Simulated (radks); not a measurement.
The numbers below are computed, except where a source is named.
Task: Species: neutral strontium. Configuration: [Kr] 5p2 (not the ground configuration). Code: a radial shooting solver on a logarithmic mesh with Libxc functionals. Model: scalar-relativistic Kohn-Sham, SCAN, spin-unpolarised, spherical densities, finite nucleus; meta-GGA in the generalised Kohn-Sham scheme; Fermi nuclear charge, rms radius 4.224 fm. Some entries of the table are withheld. Estimate them.

orbital,occ.,eigenvalue (eV),<r> (bohr)
1s,2,-15978.62,0.03917
2s,2,-2177.772,0.1723
2p,6,(1),0.1504
3s,2,-344.1602,(2)
3p,6,-264.1167,0.4977
3d,10,-132.7484,0.4982
4s,2,(3),1.358
4p,6,(4),(5)
5p,2,(6),5.579

Result: 
(1) 2p eigenvalue (eV): -1932.589
(2) 3s <r> (bohr): 0.4908
(3) 4s eigenvalue (eV): -45.0117
(4) 4p eigenvalue (eV): -26.1823
(5) 4p <r> (bohr): 1.553
(6) 5p eigenvalue (eV): -2.2516
